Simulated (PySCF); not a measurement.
CH₇ClFNSi₂, SMILES Cl[Si@H](F)[SiH2]NC.

Geometry optimised at B3LYP-D3(BJ)/def2-SVP. The structure was generated by enumeration; whether it is a known compound was not checked. Other conformers were not sampled.

Two levels are set side by side: TDDFT-PBE/def2-SVPD (PySCF) and TDDFT-M06-2X/def2-SVPD (PySCF). Vertical, same geometry. The lowest singlet is HOMO→LUMO 99 % with PBE and HOMO→LUMO 93 % with the other functional; states are paired by order. Differences are taken from unrounded values.

```
quantity                              TDDFT-PBE
------------------------------------  ---------
lowest singlet excitation (eV)             4.18
lowest triplet excitation (TDA) (eV)       3.98
```

These are the TDDFT-PBE values. What does TDDFT-M06-2X give? (Estimate from the structure and the level; the computed values follow.)


| quantity | TDDFT-M06-2X | TDDFT-PBE minus TDDFT-M06-2X |
|---|---|---|
| lowest singlet excitation (eV) | 5.34 | -1.16 |
| lowest triplet excitation (TDA) (eV) | 5.05 | -1.07 |

A lower first singlet is the usual sign of a functional without exact exchange. Differences between two approximate levels are no errors against the true value.

Rough cost on one machine, each run with all the roots and properties that it gave: TDDFT-M06-2X against TDDFT-PBE about 20 times.
